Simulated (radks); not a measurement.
The mean radii <r> (bohr) of the occupied orbitals of an atom or ion are listed with their occupations. Method: Dirac Kohn-Sham, relativistic LDA (MacDonald-Vosko exchange, VWN5 correlation), spin-unpolarised, spherical densities, finite nucleus; Fermi nuclear charge, rms radius of each element as measured or else 0.836 A^(1/3) + 0.57 fm; computed with a radial shooting solver on a logarithmic mesh with Libxc functionals.

orbital  occ.      <r>
1s1/2       2  0.02046
2s1/2       2  0.08621
2p1/2       2  0.07169
2p3/2       4  0.07893
3s1/2       2   0.2257
3p1/2       2   0.2152
3p3/2       4   0.2289
3d3/2       4   0.2015
3d5/2       6   0.2058
4s1/2       2   0.5085
4p1/2       2   0.5167
4p3/2       4   0.5479
4d3/2       4   0.5736
4d5/2       6   0.5844
5s1/2       2    1.177
5p1/2       2    1.276
5p3/2       2    1.348
4f5/2       6   0.7045
4f7/2       4   0.7128

Name the element and its charge. Open shells, if any, fill j = l - 1/2 first.

Answer. Z = 68, erbium, charge +6: Er6+ in [Kr] 4d10 4f10 5s2 5p4. The 1s radius gives Z: for a bare nucleus <r> = (2 gamma + 1)/(2Z) with gamma = sqrt(1 - (Z/c)^2), 0.02012 bohr for Z = 68, and screening makes it slightly larger (0.02046 here). The occupations add up to 62, and the charge is Z minus that.
